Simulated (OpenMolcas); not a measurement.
## Ta II: CASPT2 settings compared

- Program: OpenMolcas 26.06
- Basis: ANO-R2 [8s6p5d3f1g]
- Scalar Hamiltonian: X2C, finite nucleus
- Active space: 4 electrons in 6 orbitals (5d 6s)
- State averaging: 2S+1 = 5 even, 15 roots; 2S+1 = 3 even, 63 roots kept (CI in the orbitals of an earlier block, 26 in the spin-orbit step); 2S+1 = 1 even, 49 roots kept (CI in the orbitals of an earlier block, 14 in the spin-orbit step)
- Spin-orbit coupling: RASSI with atomic mean-field integrals over the reference wave functions, term energies averaged over their components

Methods on the same reference wave functions:
A. CASSCF
B. SS-CASPT2, IPEA 0.15 Eh, no level shift (closed shells correlated: 5s 5p)
C. SS-CASPT2, IPEA 0.5 Eh, sigma1 regulariser 0.15 Eh (closed shells correlated: none)
D. SS-CASPT2, IPEA 0.5 Eh, imaginary shift 0.3 Eh (closed shells correlated: 5s 5p)
E. MS-CASPT2, IPEA 0.15 Eh, no level shift (closed shells correlated: 5s 5p)
F. MS-CASPT2, IPEA 0.5 Eh, imaginary shift 0.3 Eh (closed shells correlated: 5s 5p)

Energies in cm-1 above 5d3 6s 5F1, the measured ground level; measured values from NIST Handbook of Basic Atomic Spectroscopic Data.

```tsv
Level	A	B	C	D	E	F	Measured
5d3 6s 5F1	0.0	0.0	0.0	0.0	0.0	0.0	0.0
5d3 6s 5F2	888	859	869	869	806	853	1031
5d3 6s 5F3	2198	2150	2170	2170	2110	2150	2642
5d3 6s 5F4	3867	3780	3810	3810	3750	3800	4416
5d3 6s 5F5	5795	5640	5680	5700	5640	5700	6187
5d3 6s 3P0	6332	2850	4290	3770	2850	3770	
5d3 6s 3P1	7033	3720	5120	4600	3720	4600	
5d2 6s2 3F3	12086	5590	8070	6760	5050	6460	6831
5d3 6s 5P1	12328	10770	11430	11210	10770	11210
```

Deviations, from unrounded energies. A percentage is the sum of absolute deviations over the sum of measured energies, with the sign that they share, or ± where signs differ.

```csv
Against measurement,Levels,A,B,C,D,E,F
mean absolute deviation (cm-1),5,1400,620,600,360,750,430
fine structure of the ground term (%),4,-10.7,-12.9,-12.3,-12.1,-13.8,-12.4
other configurations (%),1,+76.9,-18.1,+18.1,-1.1,-26.0,-5.5
```

D lies closest to measurement on these levels and A furthest from it. The largest miss of D in the table is 5d3 6s 5F4, by -600 cm-1. The ranking rests on the paired levels alone, and a cruder setting can come out closer through cancelling errors.

Among B to F the level of the table that moves most is 5d2 6s2 3F3, by 3000 cm-1 (lowest in E, highest in C). Moves below CASPT2's spread within the term are not significant.

The mean deviations of B to F differ by less than CASPT2's widest spread within a term (700 cm-1), so their order carries little weight.

From A to B the spin-free energies of the other terms of 5d3 6s shown, above 5F, scale by factors of 0.36 to 0.85.

The lowest spin-free term lies below A's lowest term by 0.251 hartree in B, 0.025 hartree in C, 0.239 hartree in D, 0.251 hartree in E, 0.239 hartree in F.

Term energies are means over components that CASPT2 splits; among the terms shown or strongly mixed into the levels shown the widest spread is 700 cm-1 (5d3 6s 5F, E). Some high roots are left out of the spin-orbit mixing, which shifts the levels that they would mix with. Terms from blocks run as CI alone lack orbitals of their own. Configurations are named by rounded mean occupations; where the s occupation lies near a half they are strongly mixed, a name can repeat and a true partner stay unpaired. A single d shell beside an s shell can misplace configurations of different d count against each other. Without dynamic correlation excited terms often stand tens of per cent too high (terms of higher spin than the ground term too low), and those without a measured partner can miss by more than the paired ones (holds for A). Some levels mix across a computed gap that differs much from the measured one, so their mixing is not that of the real levels (holds for E). The CASPT2 spread within a term exceeds the gap to the next term for 5d3 6s 3P and 5d2 6s2 3F, so the order of their levels is uncertain, and so are names and mixing where such terms share a J (holds for E). Computed and measured levels are paired by configuration, term and J; levels that our copy of the source lacks, or whose pairing is in doubt (as where it misses far off the trend of its configuration), stay unpaired and out of the deviations. Levels of configurations outside the active space are missing. Levels that lie high or do not pair safely by name in every column are left out.
